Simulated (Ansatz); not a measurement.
Calculated with Ansatz (gas phase, PBE0-D4/def2-TZVP geometries, no zero-point term in ΔE). CCSD(T)/CBS adds triple-zeta CCSD(T) − MP2 to the extrapolated MP2 energy (def2 sets, frozen cores). DFT in def2-TZVPP. B3LYP here is the variant with VWN-RPA as its local correlation; programs differ in this. For Br outer-core shells are correlated without core-valence functions, which leaves a few kJ/mol of doubt a bond. Scalar relativity is left out up to krypton. Each species was taken in one conformer, which may not be the lowest.

Reaction (substitution at a C–C bond): `CCC(C)Br` + `OBS` → `COBS` + `CCCBr`

`CCC(C)Br`:

Z-matrix (Å, degrees):
```
C
C 1 1.516
H 1 1.093 2 111.1
H 1 1.092 2 110.8 3 119.8
H 1 1.091 2 111.1 3 -120.1
C 2 1.514 1 114.9 3 57.3
H 2 1.098 1 109.5 3 -62.1
H 2 1.095 1 110.6 3 -179.0
Br 6 1.972 2 110.1 1 63.7
C 6 1.509 2 113.4 1 -174.3
H 6 1.091 2 110.3 1 -49.3
H 10 1.095 6 109.3 2 60.6
H 10 1.092 6 110.9 2 -58.6
H 10 1.090 6 111.6 2 -179.6
```

`OBS`:

Cartesian coordinates in Å:
```
O 0.776 -0.514 -1.168
B 0.317 0.210 -0.124
S -1.141 -0.312 0.818
H 0.277 -1.311 -1.366
H 0.901 1.209 0.165
H -1.131 0.719 1.675
```

`COBS`:

Cartesian coordinates in Å:
```
C -0.023 -1.460 -0.466
O -0.663 -0.320 0.067
B -0.005 0.834 0.271
S -0.948 2.212 0.960
H 1.031 -1.263 -0.678
H -0.102 -2.278 0.252
H -0.530 -1.751 -1.388
H 1.159 0.953 0.009
H 0.081 3.072 0.972
```

`CCCBr`:

```xyz
11

C     0.995   -0.839   -0.068
C    -0.122   -0.084    0.627
C    -0.994    0.726   -0.303
Br   -0.021    2.191   -1.152
H     1.683   -0.151   -0.564
H     1.568   -1.432    0.648
H     0.599   -1.520   -0.825
H     0.284    0.571    1.403
H    -0.787   -0.793    1.136
H    -1.385    0.128   -1.125
H    -1.819    1.203    0.221
```

| level | ΔE (kJ/mol) | difference from CCSD(T)/CBS |
| --- | --- | --- |
| PBE-D4 | 57.5 | -5.7 |
| r2SCAN-D4 | 59.7 | -3.5 |
| PBE0-D4 | 59.0 | -4.2 |
| B3LYP-D4 | 52.6 | -10.6 |
| ωB97X-V | 55.5 | -7.7 |
| ωB97M-V | 58.9 | -4.3 |
| B2PLYP | 54.1 | -9.1 |
| PBE | 54.2 | -9.0 |
| r2SCAN | 58.9 | -4.3 |
| PBE0 | 56.2 | -7.0 |
| B3LYP | 47.3 | -15.9 |
| HF/def2-TZVPP | 44.0 | -19.2 |
| MP2/def2-TZVPP | 67.7 | 4.5 |
| SCS-MP2/def2-TZVPP | 60.1 | -3.1 |
| CCSD/def2-TZVPP | 58.6 | -4.6 |
| CCSD(T)/def2-TZVPP | 60.6 | -2.6 |
| HF/def2-QZVPP | 43.3 | -19.9 |
| MP2/def2-QZVPP | 68.9 | 5.7 |
| SCS-MP2/def2-QZVPP | 61.4 | -1.8 |
| HF/CBS(def2) | 43.2 | -20.0 |
| MP2/CBS(def2) | 70.3 | 7.1 |
| CCSD/CBS(def2) | 61.2 | -2.0 |
| CCSD(T)/CBS | 63.2 | 0 |

Largest T1 diagnostic among the species: 0.013.

The D4 term adds +5.3 kJ/mol with B3LYP and +2.8 kJ/mol with PBE0; it sums over pairs of atoms, weighted by their polarisabilities, and B3LYP, whose exchange is more repulsive, gets the larger term. In def2-TZVPP, CCSD(T) changes the Hartree–Fock value by +16.5 kJ/mol (the triples alone add +2.0 kJ/mol) and MP2 by +23.6 kJ/mol.
